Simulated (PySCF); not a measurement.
PySCF 2.14 output of an unrestricted LDA calculation on a single atom or ion in dyall-av3z (20s13p6d4f, 117 functions), with the non-relativistic Hamiltonian (point nucleus):

```
SCF conv_tol = 1e-09
number electrons alpha = 6  beta = 5
    P. A. M. Dirac.,  Math. Proc. Cambridge Philos. Soc. 26, 376 (1930)
    F. Bloch.,  Z. Phys. 57, 545 (1929)
    S. H. Vosko, L. Wilk, and M. Nusair.,  Can. J. Phys. 58, 1200 (1980)
cycle= 1 E= -198.700831646735  delta_E= -0.0145  |g|= 0.0509  |ddm|= 0.102
cycle= 2 E= -198.700955034792  delta_E= -0.000123  |g|= 0.0388  |ddm|= 0.0163
cycle= 3 E= -198.701134545197  delta_E= -0.00018  |g|= 0.00101  |ddm|= 0.00568
cycle= 4 E= -198.701134635476  delta_E= -9.03e-08  |g|= 7.94e-05  |ddm|= 0.000242
cycle= 5 E= -198.701134636475  delta_E= -9.99e-10  |g|= 2.51e-06  |ddm|= 2.9e-05
converged SCF energy = -198.701134636475  <S^2> = 0.75001631  2S+1 = 2.0000163
```

The run itself started from symmetry-adapted Hartree-Fock orbitals and held the occupation by maximum overlap, on a logarithmic radial grid, so the iterations belong to that start.

Problem. Which element, charge and spin multiplicity is this?

Solution. Mg+ (magnesium, charge +1), multiplicity 2; the state was [Ne] 3p1, 2P determinant (an excited configuration).
